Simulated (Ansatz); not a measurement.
`S[CH2][GeH2][Cl]` + H–F → `[F][GeH2][Cl]` + CH₃SH at 500 K and 1 bar (ligand exchange at a Ge–C bond).

Gas-phase electronic energies from Ansatz, PBE0-D4/def2-TZVP geometries. CCSD(T)/CBS is the MP2 limit (def2-TZVPP, def2-QZVPP) plus CCSD(T) − MP2 in def2-TZVPP, frozen cores. This one scheme is used for every species. For Ge outer-core shells are correlated without core-valence functions, which leaves a few kJ/mol of doubt a bond. Scalar relativity is left out up to krypton. Each species was taken in one conformer, which may not be the lowest.

```
           species  CCSD(T)/CBS energy (Eh)  H − E (kJ/mol)  S (J/(mol·K))
`S[CH2][GeH2][Cl]`              -2974.76393           185.8          409.7
               H–F               -100.39570            39.4          188.7
   `[F][GeH2][Cl]`              -2636.95386            79.8          332.0
             CH₃SH               -438.22835           145.1          283.7
```

H − E and S are ideal-gas, rigid-rotor, harmonic terms from PBE0-D4/def2-TZVP, for one conformer and one mirror image of each species. 1 Eh = 2625.50 kJ/mol, R = 8.31446 J/(mol·K).

Question: By hand: ΔE, ΔH, ΔS and ΔG.

Answer: ΔE = (-2636.95386) + (-438.22835) − (-2974.76393) − (-100.39570) = -0.02258 Eh = -59.3 kJ/mol. Δ(H − E) = 79.8 + 145.1 − 185.8 − 39.4 = -0.3, so ΔH = -59.6 kJ/mol. ΔS = 332.0 + 283.7 − 409.7 − 188.7 = 17.3 J/(mol·K). ΔG = -59.6 − 500 × (17.3)/1000 = -68.2 kJ/mol.

Question: By hand: the equilibrium constant, and the temperature at which ΔG would vanish if ΔH and ΔS stayed fixed.

Answer: log₁₀ K = −ΔG/(RT ln 10) = 7.1. ΔH and −TΔS have one sign here, so there is no such temperature.

ΔH outweighs TΔS. A doubt of 5 kJ/mol in ΔE shifts log₁₀ K by 0.5 here. Other conformers and mirror images would add mixing entropy, several J/(mol·K) or more a flexible species. These are equilibria of isolated gas molecules and say nothing of rates. Largest T1 diagnostic: 0.011 (customary marks: 0.02 for closed shells, 0.045 for open ones).
